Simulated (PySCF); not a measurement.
## Worked example: chemical shift, span and skew from a shielding tensor

H9PSi3, SMILES [SiH3]P([SiH3])[SiH3]. Atoms are numbered in the order given.

```xyz
13

Si    -1.8623     0.6379     0.2227
P      0.0000     0.0000    -0.8929
Si     1.4836     1.2938     0.2227
Si     0.3787    -1.9317     0.2227
H     -2.1911     2.0359    -0.1855
H     -1.7074     0.5898     1.7105
H     -2.9768    -0.2710    -0.1783
H      1.2537     2.7135    -0.1783
H      2.8587     0.8795    -0.1855
H      1.3645     1.1838     1.7105
H      1.7231    -2.4425    -0.1783
H     -0.6676    -2.9155    -0.1855
H      0.3429    -1.7735     1.7105
```
Charge 0, spin multiplicity 1.

Coordinates come from a r2SCAN-D4/def2-SVP optimisation.

GIAO shieldings from PBE0/pcSseg-1 run with PySCF, non-relativistic, no solvent. The symmetric part of the tensor of Si1 has the principal values 369.3, 415.0, 469.1 ppm. The same nucleus in TMS has σ = 352.7 ppm at this level (PySCF, at its B3LYP-D3(BJ)/def2-TZVP geometry).

Task: Work out the isotropic shielding, the ²⁹Si shift against TMS, the span and the skew.

Result: 
σ(iso) = (σ11 + σ22 + σ33)/3 = 417.8 ppm. δ = σ(ref) − σ(iso) = 352.7 − (417.8) = -65.1 ppm.
Span Ω = σ33 − σ11 = 99.8 ppm. Skew κ = 3(σ(iso) − σ22)/Ω = 0.08. Tumbling in solution averages the tensor to δ; in a static solid the shielding alone would spread this spin-1/2 line over Ω.
